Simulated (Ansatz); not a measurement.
CH₃BrOSe (SMILES CO[Se]Br), singlet, at a GFN2-xTB geometry; PBE/def2-SVP run with Ansatz (a program for electronic structure).

Input for Ansatz:
Ansatz 0.2 input:
```yaml
crystal:
  periodic: [false, false, false]
  atoms:
    - {symbol: Se, position_ang: [-0.00668011, -0.43304032, 0.90174190]}
    - {symbol: Br, position_ang: [0.78051113, 1.07269192, -0.63526135]}
    - {symbol: O, position_ang: [-0.87917008, -1.56509563, -0.18300908]}
    - {symbol: C, position_ang: [-2.12089525, -1.17087594, -0.72158899]}
    - {symbol: H, position_ang: [-2.01280360, -0.30329506, -1.38022657]}
    - {symbol: H, position_ang: [-2.46396589, -2.02332629, -1.30816783]}
    - {symbol: H, position_ang: [-2.85526416, -0.94820428, 0.05692358]}
basis:
  gaussian:
    orbitals: def2-SVP
hamiltonian:
  xc: pbe
```

It wrote (shortened):

```
Functional definition: PBE
1166 factors; their error is unknown
mean field evaluation 1: about -138479.7209 eV, gradient 5.2e1 eV
mean field evaluation 2: about -138405.8127 eV, gradient 1.6e2 eV
mean field evaluation 4: about -138485.5537 eV, gradient 1.0e1 eV
mean field evaluation 8: about -138485.8032 eV, gradient 1.2e-1 eV
mean field evaluation 16: about -138485.6364 eV, gradient 1.6e-4 eV
mean field -138485.63638619 eV, -5089.2532682566 hartree, gradient 3.4e-5 eV, S^2 0.000000; 0 other end points of the search recorded, 0 dependent functions left out
reference -138485.63641583 eV, -5089.2532693461 hartree; 43, 43 occupied and 64, 64 virtual orbitals, 1166 factors
Total energy: -138485.63641583 eV, -5089.2532693461 hartree
```
